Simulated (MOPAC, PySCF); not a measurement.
Noncovalent pair: SiH4 (SMILES [SiH4]) (first 5 atoms) with CH2F2 (SMILES FCF); geometry from B3LYP-D3(BJ)/def2-TZVP, rigid monomers moved along the line of their centres of mass till Si1···F6 is 3.78 Å.
(charge 0, multiplicity 1):
```xyz
10

Si     0.239    -0.047     0.129
H     -1.013     0.279     0.848
H      0.511    -1.497     0.243
H      1.360     0.729     0.701
H      0.071     0.307    -1.300
F      0.325    -0.720     3.846
C     -0.493     0.179     4.465
F      0.091     1.407     4.401
H     -0.595    -0.108     5.513
H     -1.441     0.213     3.927
```

Interaction energies are E(AB) − E(A) − E(B) at the monomers' geometry in the complex; basis-set methods are counterpoise corrected. Rows marked so take none.

Rows in 6-311+G**, 6-31G* carry no dispersion term and start afresh at each structure (6-31G* with six Cartesian d functions). The state that AM1, PM3 reach isn't checked.

Programs: MOPAC for AM1, PM3 (differences of heats of formation); PySCF for 6-311+G** rows, 6-31G* rows. Each number belongs to the level named beside it.

Task: One of these levels gives -4.8 kJ/mol for the interaction energy. Which one is it?
(A) PM3
(B) B3LYP/6-311+G** (no counterpoise)
(C) AM1
(D) HF/6-31G* (no counterpoise)

Result: D, HF/6-31G* (no counterpoise). The others give 1.5 (AM1), 3.5 (PM3), -0.7 (B3LYP/6-311+G** (no counterpoise))
